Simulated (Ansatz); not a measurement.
C₂H₆FNSn (`C=[C](N)[SnH2][F]`), relaxed with RKS PBE0-D4/def2-TZVP in the Gaussian-basis code of Ansatz from a PBE-D4/def2-SVP geometry. The force threshold is 0.005 eV/Å; the program also tests the step.

Charge 0, multiplicity 1. Sn takes the def2 core potential.

Start:

```xyz
11

C    -1.622   -0.235    0.238
C    -0.309    0.066    0.416
N     0.303    0.360    1.621
Sn    0.960   -0.084   -1.322
F     1.964   -1.776   -1.216
H    -2.344   -0.204    1.074
H    -2.008   -0.547   -0.742
H     1.137    0.946    1.609
H    -0.308    0.546    2.423
H     2.206    1.123   -1.336
H     0.020   -0.197   -2.765
```

| step | energy (eV) | largest force (eV/Å) | largest move (Å) |
| --- | --- | --- | --- |
| 1 | -12205.8142 | 0.869 | 0.000 |
| 2 | -12205.8785 | 0.283 | 0.070 |
| 3 | -12205.8873 | 0.067 | 0.024 |
| 4 | -12205.8880 | 0.046 | 0.027 |
| 5 | -12205.8881 | 0.148 | 0.029 |
| 6 | -12205.8889 | 0.072 | 0.011 |
| 7 | -12205.8903 | 0.056 | 0.075 |
| 8 | -12205.8907 | 0.186 | 0.131 |
| 9 | -12205.8920 | 0.086 | 0.028 |
| 10 | -12205.8929 | 0.075 | 0.037 |
| 11 | -12205.8936 | 0.067 | 0.058 |
| 13 | -12205.8942 | 0.070 | 0.064 |
| 15 | -12205.8949 | 0.114 | 0.014 |
| 17 | -12205.8966 | 0.054 | 0.080 |
| 19 | -12205.8969 | 0.056 | 0.051 |
| 21 (rejected) | -12205.8985 | 0.314 | 0.148 |
| 23 | -12205.9036 | 0.141 | 0.073 |
| 25 | -12205.9104 | 0.408 | 0.168 |
| 27 | -12205.9225 | 0.304 | 0.100 |
| 29 (rejected) | -12205.8077 | 2.523 | 0.197 |
| 31 | -12205.9700 | 0.396 | 0.052 |
| 33 (rejected) | -12205.9716 | 0.292 | 0.049 |
| 35 | -12205.9746 | 0.029 | 0.012 |
| 37 | -12205.9748 | 0.025 | 0.027 |
| 39 | -12205.9749 | 0.007 | 0.007 |
| 41 | -12205.9749 | 0.003 | 0.001 |

End:

```xyz
11

C    -1.690    0.153    0.218
C    -0.362    0.087    0.355
N     0.338    0.212    1.534
Sn    0.891   -0.066   -1.352
F     2.446   -0.858   -0.504
H    -2.350    0.270    1.075
H    -2.162    0.093   -0.754
H     1.240   -0.236    1.571
H    -0.194    0.125    2.387
H     1.476    1.396   -1.998
H     0.366   -1.175   -2.531
```

It took 100 s on 4 threads of an Intel Xeon Platinum 8488C on a shared host, with 0.62 GiB of host memory at the peak.
